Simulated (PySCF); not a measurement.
**Name the molecule from its bond curve**

A diatomic of charge -1 contains Ge. Its triplet curve at B97-3 in a triple-zeta basis (no relativity, PySCF), in eV from the separated fragments:

R (Å), E (eV) and a bar:
```
    2.034     -1.074 ##############################
    2.128     -1.437 #############
    2.223     -1.634 ####
    2.294     -1.707 #
    2.365     -1.733 
    2.436     -1.725 
    2.531     -1.678 ##
    2.649     -1.584 #######
    2.791     -1.444 #############
    2.980     -1.248 ######################
```

The fit gives ωe = 266 cm⁻¹ and the rotational constant Bₑ = 0.1252 cm⁻¹.

**Question.** Which atom is the partner?

**Answer.** The minimum lies at 2.381 Å, so the reduced mass is 16.8576 u Å² cm⁻¹/(Bₑ·Re²) = 23.75 u. With Ge at 73.92 u the partner weighs about 35.0 u: Cl. The molecule is GeCl⁻.

Spin–orbit coupling is left out. The highest Kohn–Sham level is positive in this anion. Much of that is self-interaction error, but it also means that the finite basis helps to hold the extra electron. The state was picked by a PBE0 search and need not be the measured ground state.
